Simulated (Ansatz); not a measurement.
System (SMILES): Br (HBr).
Atoms: Br1, H2. Bonds: Br1-H2.

How fast the optimised Br1-H2 bond length converges with the basis for several methods (Ansatz, a program for electronic structure): deviation from each method's own reference, in Å. References: CCSD(T) 1.4217 Å, the value in aug-pcseg-3; HF 1.4068 Å, the value in aug-cc-pV5Z; MP2 1.4148 Å, the value in aug-cc-pV5Z; PBE 1.4319 Å, the value in aug-cc-pV5Z; PBE0 1.4198 Å, the value in aug-cc-pV5Z. Cartesian d functions, on some or all atoms, in 6-31G*; all else is spherical. In correlated methods cores are frozen (with 3d on Ga to Br). No added dispersion term, no relativity. The reference of a correlated method is not its basis-set limit, which lies further on.

```tsv
basis	functions	CCSD(T)	HF	MP2	PBE	PBE0
STO-3G	19	0.0213	0.0048	0.0128	0.0145	0.0137
def2-SV(P)	34	0.0243	0.0128	0.0206	0.0162	0.0147
6-31G*	37	0.0164	0.0060	0.0139	0.0112	0.0090
aug-pcseg-1	45	0.0060	0.0050	0.0071	0.0085	0.0073
cc-pVTZ	57	-0.0014	0.0012	-0.0008	0.0011	0.0010
def2-TZVPD	66	0.0026	0.0011	0.0029	0.0010	0.0008
def2-QZVP	105	-0.0013	0.0001	-0.0009	0.0004	0.0003
def2-QZVPP	119	-0.0015	0.0000	-0.0010	0.0003	0.0002
```

Mean absolute deviation over cc-pVTZ, def2-TZVPD: PBE0 0.0009, PBE 0.0010, HF 0.0012, MP2 0.0018, CCSD(T) 0.0020 Å.
